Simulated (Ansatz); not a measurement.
A structure relaxed at PBE0-D4/def2-SVPD in Ansatz, charge -1, doublet:

```xyz
4

Pd   -0.071   -0.101    0.514
S    -0.436   -1.032   -1.624
S     0.464    0.811   -1.541
S     0.043    0.322    2.652
```

Q: Give its formula and point group.

A: the cluster PdS₃⁻. Point group Cs (tolerance 0.1 Å).

Q: Summarise the bond lengths by kind (pairs closer than 1.2 times the sum of covalent radii, bridged metal pairs left out).

A: 3 × Pd–S 2.18 to 2.36 Å; 1 × S–S 2.05 Å. The metal has 3 neighbours: S 2.36 Å, S 2.31 Å, S 2.18 Å.

In the def2 sets Pd takes a core potential; there is no spin–orbit coupling. The relaxation made no stability test and no search for a lower SCF solution. The structure comes from a short search, and lower isomers may exist.
